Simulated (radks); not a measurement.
Coherent X-ray form factor from a spherical all-electron density. All-electron calculation, Dirac Kohn-Sham, PBEsol, spin-unpolarised, spherical densities, point nucleus. Program: a radial shooting solver on a logarithmic mesh with Libxc functionals.

sin(theta)/lambda (1/angstrom)  f0 (electrons)
0.05                                    36.850
0.1                                     36.406
0.15                                    35.690
0.2                                     34.737
0.25                                    33.589
0.3                                     32.295
0.4                                     29.465
0.5                                     26.606
0.6                                     23.968
0.8                                     19.732
1                                       16.676
1.25                                    13.695
1.5                                     11.179
2                                        7.599

The species is in the configuration that NIST lists as its ground one. Which atom or ion scatters so?

Answer. The antimony ion Sb14+, [Kr] 4d1. Extrapolating in s^2 from the first two rows gives f0(0) = 37.0, near the electron count 37; among species with that count, the fall with angle is slower the higher Z, and the table is that of Z = 51; from so few rows the species is fixed only to a neighbour or two.
